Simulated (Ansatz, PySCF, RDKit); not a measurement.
Pair of molecules: HF (SMILES F) (first 2 atoms) with HI (SMILES I); geometry from B3LYP-D3(BJ)/def2-TZVP, rigid monomers moved along the line of their centres of mass till F1···H4 is 2.56 Å.
(charge 0, multiplicity 1):
```json
[
 {"atom": "F", "x (Å)": "0.5518", "y (Å)": "0.6191", "z (Å)": "-0.2611"},
 {"atom": "H", "x (Å)": "0.2829", "y (Å)": "-0.2134", "z (Å)": "-0.5646"},
 {"atom": "I", "x (Å)": "-0.1974", "y (Å)": "0.1776", "z (Å)": "3.7464"},
 {"atom": "H", "x (Å)": "0.2133", "y (Å)": "0.6988", "z (Å)": "2.2704"}
]
```

Monomers are frozen at their geometry in the pair; levels with a basis set take the counterpoise correction. RDKit's UFF carries no charges.

The values were computed with Ansatz (Gaussian orbitals); PySCF for the dispersion terms; RDKit for the force fields.  In def2 rows elements past Kr take small-core potentials, without spin–orbit coupling.

### Question
One of these levels gives -62.9 meV for the interaction energy. Which one is it?
(A) B3LYP-D3(BJ)/def2-TZVPPD
(B) UFF
(C) HF/def2-TZVPPD

### Answer
A, B3LYP-D3(BJ)/def2-TZVPPD. The others give -1.3 (UFF), -37.6 (HF/def2-TZVPPD)

Ansatz is a program for electronic structure.
